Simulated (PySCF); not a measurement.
**Indium: a sound run and one with changed settings**

Sound run: In+ [Kr] 4d10 5s2, In(2+) [Kr] 4d10 5s1. Computed with PySCF 2.14 in cc-pVDZ-PP with ECP28MDF (4s3p2d, 23 functions), with a scalar-relativistic core potential. In the sound run the correlated levels freeze 4s2 4p6 4d10 outside the core potential. The sound run starts from symmetry-adapted Hartree-Fock orbitals and uses a fine grid where one is needed.

A second run was set up differently.

```json
{"species": "In+", "method": "UHF", "sound run (hartree)": "-189.01390", "changed run (hartree)": "-189.01390", "converged": "yes"}
{"species": "In+", "method": "MN15", "sound run (hartree)": "-189.48985", "changed run (hartree)": "-189.48985", "converged": "yes"}
{"species": "In+", "method": "PBE", "sound run (hartree)": "-189.90522", "changed run (hartree)": "-189.90522", "converged": "yes"}
{"species": "In+", "method": "MP2", "sound run (hartree)": "-189.03461", "changed run (hartree)": "-189.03144", "converged": "yes"}
{"species": "In+", "method": "CCSD(T)", "sound run (hartree)": "-189.04541", "changed run (hartree)": "-189.04541", "converged": "yes"}
{"species": "In(2+)", "method": "UHF", "sound run (hartree)": "-188.38874", "changed run (hartree)": "-188.38874", "converged": "yes"}
{"species": "In(2+)", "method": "MN15", "sound run (hartree)": "-188.79381", "changed run (hartree)": "-188.79381", "converged": "yes"}
{"species": "In(2+)", "method": "PBE", "sound run (hartree)": "-189.20548", "changed run (hartree)": "-189.20548", "converged": "yes"}
```

Ionisation energy of In+:

| method | sound run (eV) | changed run (eV) |
| --- | --- | --- |
| UHF | 17.011 | 17.011 |
| MN15 | 18.940 | 18.940 |
| PBE | 19.041 | 19.041 |
| MP2 | 17.575 | 17.489 |
| SCS-MP2 | 17.688 | 17.584 |
| CCSD | 17.869 | 17.869 |
| CCSD(T) | 17.869 | 17.869 |
| CCSDT | 17.869 | 17.869 |
| FCI | 17.869 | 17.869 |

Problem. What was changed?
A. basis contracted for another Hamiltonian
B. too few SCF iterations
C. minimal basis
D. level shift left on

Solution. D. It used initial guess atom, at most 50 SCF cycles, level shift 0.1 hartree. A level shift leaves the converged SCF energy unchanged but raises the virtual orbital energies, which shrinks MP2 if it is not removed.
